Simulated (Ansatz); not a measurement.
Ideal-gas functions of `Br/C=C/I` at 298.15 K and 1 bar, from an Ansatz frequency run at PBE0-D4/def2-TZVP.

Molar mass 232.85 g/mol, point group Cs (symmetry number 1), electronic degeneracy 1, moments of inertia 9.866, 1133.907, 1143.773 u Å². Harmonic wavenumbers (cm⁻¹, unscaled): 158, 177, 197, 662, 738, 766, 944, 1163, 1272, 1639, 3235, 3238.

Use S(trans) = R[1.5 ln M + 2.5 ln T − 1.1517]; rotational temperatures θ = 24.2544 K / I; S(rot) = R[ln(√π/σ · √(T³/θAθBθC)) + 1.5]; for each mode x = 1.438777 ν̃/T, S = R[x/(eˣ − 1) − ln(1 − e⁻ˣ)] and H = RT x/(eˣ − 1); 1 cm⁻¹ = 0.0119627 kJ/mol; R = 8.31446 J/(mol·K).

Q: By hand: the entropy, in J/(mol·K).

A: Translation 176.8. Rotation: θ = 2.4584, 0.0214, 0.0212 K, giving 116.6. Vibration, mode by mode: 10.77, 9.87, 9.04, 1.48, 1.11, 0.99, 0.49, 0.20, 0.13, 0.03, 0.00, 0.00, in all 34.1. Electronic 0.0. Sum 327.5 J/(mol·K).

Q: By hand: H − E and G − E in kJ/mol, counted from the electronic energy.

A: Zero-point energy ½ × 14189 × 0.0119627 = 84.9; thermal vibration 5.7; translation, rotation and pV give 4 RT = 9.9. H − E = 100.5 kJ/mol, and G − E = 100.5 − 298.15 × 327.5/1000 = 2.9 kJ/mol.

Vibration gives 10 % of the entropy.
